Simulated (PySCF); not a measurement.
AgI (SMILES [Ag][I]), singlet, at a GFN2-xTB geometry (such geometries of metal compounds can be far from the true shape) (all electrons, no relativity); BLYP/3-21G run with PySCF.

Input for PySCF:
```python
from pyscf import gto, scf, dft

mol = gto.Mole()
mol.atom = '''
    Ag   -0.00000000   -0.00000000   -1.36117526
    I     0.00000000    0.00000000    1.20707995
'''
mol.basis = '3-21g'
mol.verbose = 4
mol.build()

mf = dft.RKS(mol)
mf.xc = 'blyp'
mf.kernel()
mf.analyze()
```

The log (banner, timings and long lists left out):

```
PySCF version 2.14.0

[INPUT] verbose = 4
[INPUT] num. atoms = 2
[INPUT] num. electrons = 100
[INPUT] charge = 0
[INPUT] spin (= nelec alpha-beta = 2S) = 0
[INPUT] symmetry False subgroup None
[INPUT] Mole.unit = angstrom
[INPUT] Symbol           X                Y                Z      unit          X                Y                Z       unit  Magmom
[INPUT]  1 Ag     0.000000000000   0.000000000000  -1.361175260000 AA    0.000000000000   0.000000000000  -2.572248448934 Bohr   0.0
[INPUT]  2 I      0.000000000000   0.000000000000   1.207079950000 AA    0.000000000000   0.000000000000   2.281050515954 Bohr   0.0

nuclear repulsion = 513.25912910412
number of shells = 27
number of NR pGTOs = 162
number of NR cGTOs = 67
basis = 3-21g
ecp = {}

******** <class 'pyscf.dft.rks.RKS'> ********
method = RKS
initial guess = minao
damping factor = 0
level_shift factor = 0
DIIS = <class 'pyscf.scf.diis.CDIIS'>
diis_start_cycle = 1
diis_space = 8
diis_damp = 0
SCF conv_tol = 1e-09
SCF conv_tol_grad = None
SCF max_cycles = 50
direct_scf = True
direct_scf_tol = 1e-13
XC library pyscf.dft.libxc version 7.1.2
    S. Lehtola, C. Steigemann, M. J. T. Oliveira, and M. A. L. Marques,  SoftwareX 7, 1–5 (2018)
XC functionals = blyp
    A. D. Becke,  Phys. Rev. A 38, 3098 (1988)
    C. Lee, W. Yang, and R. G. Parr,  Phys. Rev. B 37, 785 (1988)
    B. Miehlich, A. Savin, H. Stoll, and H. Preuss,  Chem. Phys. Lett. 157, 200 (1989)
radial grids:
    Treutler-Ahlrichs [JCP 102, 346 (1995); DOI:10.1063/1.469408] (M4) radial grids

becke partition: Becke, JCP 88, 2547 (1988); DOI:10.1063/1.454033
pruning grids: <function nwchem_prune>
grids dens level: 3
symmetrized grids: False
atomic radii adjust function: <function treutler_atomic_radii_adjust>
small_rho_cutoff = 0
Set gradient conv threshold to 3.16228e-05
Initial guess from minao.
tot grids = 44400
init E= -12039.2354788717
  HOMO = -0.30746005926204  LUMO = -0.158711599562501  gap/eV = 4.04765
cycle= 1 E= -12065.9790232278  delta_E= -26.7  |g|= 0.409  |ddm|=  1.5
  HOMO = -0.119140280455499  LUMO = -0.103288048335788  gap/eV = 0.43136
cycle= 2 E= -12065.7148315044  delta_E= 0.264  |g|= 0.783  |ddm|=  2.1
  HOMO = -0.209290187724013  LUMO = -0.103952537695123  gap/eV = 2.86638
cycle= 3 E= -12066.0140543596  delta_E= -0.299  |g|= 0.192  |ddm|= 1.78
  HOMO = -0.188622709840501  LUMO = -0.118324072283595  gap/eV = 1.91292
cycle= 4 E= -12066.0288228611  delta_E= -0.0148  |g|= 0.0555  |ddm|= 0.486
  HOMO = -0.189184198687392  LUMO = -0.120760834601864  gap/eV = 1.86189
cycle= 5 E= -12066.0296066461  delta_E= -0.000784  |g|= 0.012  |ddm|= 0.0791
  HOMO = -0.190476442092692  LUMO = -0.119730731785758  gap/eV = 1.92509
cycle= 6 E= -12066.0297208354  delta_E= -0.000114  |g|= 0.000658  |ddm|= 0.0372
  HOMO = -0.190697443321252  LUMO = -0.11988288802395  gap/eV = 1.92696
cycle= 7 E= -12066.0297210095  delta_E= -1.74e-07  |g|= 0.000183  |ddm|= 0.00256
  HOMO = -0.190703920792897  LUMO = -0.119866782285323  gap/eV = 1.92758
cycle= 8 E= -12066.0297210303  delta_E= -2.08e-08  |g|= 1.61e-05  |ddm|= 0.000559
  HOMO = -0.19070575337869  LUMO = -0.119865458654778  gap/eV = 1.92766
cycle= 9 E= -12066.0297210304  delta_E= -1.62e-10  |g|= 2.91e-07  |ddm|= 4.71e-05
  HOMO = -0.190705605764191  LUMO = -0.119865437200437  gap/eV = 1.92766
Extra cycle  E= -12066.0297210305  delta_E= -3.46e-11  |g|= 4.48e-07  |ddm|= 1.77e-06
converged SCF energy = -12066.0297210305
**** SCF Summaries ****
Total Energy =                      -12066.029721030467044
Nuclear Repulsion Energy =             513.259129104120461
One-electron Energy =               -17662.170181062047050
Two-electron Energy =                 5082.881330927460112
Two-electron Coulomb Energy =         5405.487500276378341
DFT Exchange-Correlation Energy =     -322.606169348918456
HOMO-LUMO gap [eV] =                     1.927659172510185
**** MO energy ****
MO #1   energy= -1155.99043694045  occ= 2
MO #2   energy= -896.196130536105  occ= 2
MO #3   energy= -174.362770816273  occ= 2
MO #4   energy= -163.25878687518   occ= 2
MO #5   energy= -163.257351811575  occ= 2
MO #6   energy= -163.257351811574  occ= 2
MO #7   energy= -129.613920429008  occ= 2
MO #8   energy= -120.237015531059  occ= 2
MO #9   energy= -120.236591245625  occ= 2
MO #10  energy= -120.236591245625  occ= 2
MO #11  energy= -35.1418559308947  occ= 2
MO #12  energy= -30.3712639343709  occ= 2
MO #13  energy= -30.3676110863432  occ= 2
MO #14  energy= -30.3676110863431  occ= 2
MO #15  energy= -23.752914829422   occ= 2
MO #16  energy= -22.4144386535891  occ= 2
MO #17  energy= -22.4133082550634  occ= 2
MO #18  energy= -22.4133082550634  occ= 2
MO #19  energy= -22.410919123665   occ= 2
MO #20  energy= -22.4109177729981  occ= 2
MO #21  energy= -19.7902720158032  occ= 2
MO #22  energy= -19.7902720158032  occ= 2
MO #23  energy= -19.7894312220853  occ= 2
MO #24  energy= -13.4024597598785  occ= 2
MO #25  energy= -13.4024580392305  occ= 2
MO #26  energy= -13.4020260895285  occ= 2
MO #27  energy= -13.4016808104148  occ= 2
MO #28  energy= -13.4016808104147  occ= 2
MO #29  energy= -6.0856459899124   occ= 2
MO #30  energy= -4.43420888601774  occ= 2
MO #31  energy= -4.42402553504153  occ= 2
MO #32  energy= -4.42402553504149  occ= 2
MO #33  energy= -3.2198199520019   occ= 2
MO #34  energy= -1.98554752515621  occ= 2
MO #35  energy= -1.97517164868998  occ= 2
MO #36  energy= -1.97517164868996  occ= 2
MO #37  energy= -1.89688925554332  occ= 2
MO #38  energy= -1.89350635674312  occ= 2
MO #39  energy= -1.89350635674311  occ= 2
MO #40  energy= -1.88523860165625  occ= 2
MO #41  energy= -1.88523455352899  occ= 2
MO #42  energy= -0.54503770613613  occ= 2
MO #43  energy= -0.307094832506319 occ= 2
MO #44  energy= -0.287441685089764 occ= 2
MO #45  energy= -0.287441685089758 occ= 2
MO #46  energy= -0.272269192786301 occ= 2
MO #47  energy= -0.272267859255567 occ= 2
MO #48  energy= -0.218243875176785 occ= 2
MO #49  energy= -0.190705605764216 occ= 2
MO #50  energy= -0.190705605764191 occ= 2
MO #51  energy= -0.119865437200437 occ= 0
MO #52  energy= -0.0173473588647529 occ= 0
MO #53  energy= -0.017347358864726 occ= 0
MO #54  energy= 0.0245251802540043 occ= 0
MO #55  energy= 0.071151689370808  occ= 0
MO #56  energy= 0.11942040499782   occ= 0
MO #57  energy= 0.119420404997891  occ= 0
MO #58  energy= 0.159826869550434  occ= 0
 ** Mulliken pop on meta-lowdin orthogonal AOs  **
 ** Mulliken pop  **
 ** Mulliken atomic charges  **
charge of    0Ag =      0.40885
charge of    1I =     -0.40885
Dipole moment(X, Y, Z, Debye):  0.00000, -0.00000, -4.94265
```
